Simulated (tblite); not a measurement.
Input of a run (GFN2-xTB geometry optimisation, gas phase (tblite 0.8.0)), started from a force field or distance geometry:
```
{"job": {"kind": "relax", "xc": "GFN2-xTB", "basis": "xTB"}, "charge": 0, "multiplicity": 2}
C     -0.590700     2.066400     0.000500
C     -0.775700     0.621100    -0.333600
C     -1.655400    -0.047100     0.702600
C     -2.871600    -0.560300     0.430400
C      0.575100    -0.101400    -0.423000
C      0.959600    -0.674500    -1.586800
O      1.313700    -0.085500     0.738300
C      2.582700    -0.735700     0.751800
H     -1.387700     2.763800    -0.236300
H      0.188300     2.391100     0.672100
H     -1.271900     0.575700    -1.304300
H     -1.286400    -0.092700     1.719600
H     -3.303400    -0.548800    -0.548300
H     -3.451000    -1.029300     1.226600
H      1.905200    -1.181600    -1.701200
H      0.324900    -0.639100    -2.450700
H      3.006600    -0.629900     1.751500
H      2.465700    -1.815600     0.541700
H      3.262400    -0.267700     0.041600
```

Output (eV, eV/Å):
```
step      E/eV     max force
  0    -666.88941    1.627
  1    -666.92695    1.388
  2    -666.95660    0.329
  3    -666.96604    0.306
  4    -666.98057    0.390
  5    -666.98692    0.199
  6    -666.99327    0.193
  7    -666.99713    0.195
  8    -666.99988    0.121
  9    -667.00161    0.107
 10    -667.00357    0.142
 11    -667.00582    0.189
 12    -667.00818    0.150
 13    -667.01008    0.130
 14    -667.01126    0.071
 15    -667.01195    0.057
 16    -667.01250    0.067
 17    -667.01308    0.094
 18    -667.01370    0.088
 19    -667.01427    0.053
 20    -667.01478    0.047
 21    -667.01531    0.063
 22    -667.01596    0.069
 23    -667.01667    0.076
 24    -667.01729    0.076
 25    -667.01775    0.064
 26    -667.01815    0.052
 27    -667.01854    0.046
 28    -667.01887    0.041
 29    -667.01908    0.034
 30    -667.01921    0.033
 31    -667.01934    0.037
 32    -667.01947    0.033
 33    -667.01960    0.024
 34    -667.01970    0.029
 35    -667.01979    0.028
 36    -667.01991    0.028
 37    -667.02004    0.031
 38    -667.02014    0.026
 39    -667.02022    0.023
 40    -667.02027    0.021
 41    -667.02035    0.024
 42    -667.02046    0.030
 43    -667.02063    0.034
 44    -667.02080    0.033
 45    -667.02095    0.034
 46    -667.02112    0.032
 47    -667.02134    0.037
 48    -667.02158    0.042
 49    -667.02181    0.037
 50    -667.02202    0.034
 51    -667.02221    0.035
 52    -667.02240    0.032
 53    -667.02252    0.024
 54    -667.02257    0.016
 55    -667.02261    0.015
 56    -667.02264    0.020
 57    -667.02268    0.019
 58    -667.02272    0.014
 59    -667.02275    0.012
 60    -667.02278    0.015
 61    -667.02282    0.014
 62    -667.02286    0.019
 63    -667.02290    0.015
 64    -667.02294    0.016
 65    -667.02298    0.018
 66    -667.02304    0.020
 67    -667.02313    0.027
 68    -667.02324    0.024
 69    -667.02336    0.024
 70    -667.02346    0.024
 71    -667.02356    0.021
 72    -667.02364    0.018
 73    -667.02370    0.014
 74    -667.02375    0.020
 75    -667.02378    0.020
 76    -667.02383    0.016
 77    -667.02388    0.016
 78    -667.02393    0.018
 79    -667.02397    0.019
 80    -667.02400    0.018
 81    -667.02403    0.015
 82    -667.02407    0.018
 83    -667.02410    0.019
 84    -667.02413    0.014
 85    -667.02416    0.013
 86    -667.02419    0.014
 87    -667.02423    0.019
 88    -667.02426    0.019
 89    -667.02429    0.018
 90    -667.02431    0.012
 91    -667.02434    0.012
 92    -667.02435    0.009
```

Q: Summarise the run.

A: The energy falls by 3.1 kcal/mol over 92 L-BFGS steps, the largest force on an atom goes from 1.63 to 0.009 eV/Å, and the atoms move by 0.145 Å rms after alignment. Among the bonds, C3=C4 and C5=C6 change most and about equally (-0.027 to -0.026 Å). Bonds longer at the end by more than 0.005 Å: 2 of 18; shorter: 10. Among the angles that change most is C1–C2–C3, from 110.2° to 103.7°. Among the dihedrals that turn most is C5–C2–C3–C4, from -122° to -134°. The energy never rose by more than 1e-5 eV on the way. The first step brought 28 % of the lowering.

Q: What are the final bond lengths?

A: C1–C2 1.478 Å, C2–C3 1.516 Å, C3=C4 1.321 Å, C2–C5 1.513 Å, C5=C6 1.327 Å, C5–O7 1.362 Å, O7–C8 1.404 Å, C1–H9 1.072 Å, C1–H10 1.072 Å, C2–H11 1.092 Å, C3–H12 1.080 Å, C4–H13 1.078 Å, C4–H14 1.077 Å, C6–H15 1.075 Å, C6–H16 1.073 Å, C8–H17 1.089 Å, C8–H18 1.095 Å, C8–H19 1.095 Å. Numbering counts from 1 in the input's order; the species is `O(C([C@@H](C=C)[CH2])=C)C` [radical].

Time: 0.44 s wall. Hardware: one thread, Arm Neoverse V2 (aarch64), on a shared host.

Its GFN2-xTB frequencies are all real (lowest 41 cm⁻¹).

One conformer stands for the species.

The numbers are calculated, not measured.
